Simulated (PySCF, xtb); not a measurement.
CH7FOSi2, SMILES F[SiH2]O[SiH2]C.

GFN2-xTB (xtb) at its own geometry gives an orbital gap of 5.82 eV and a dipole moment of 1.58 D.

Geometry optimised at ωB97X-D3(BJ)/def2-SVP. This is a generated structure with no PubChem entry under its InChIKey; it may be hypothetical. One conformer was computed; it need not be the lowest.

What does PBE/def2-TZVP in PySCF give? (The exact figures need the calculation; the answer reports its results.)

gap 6.63 eV (levels -7.22 and -0.59 eV), dipole 0.77 D.
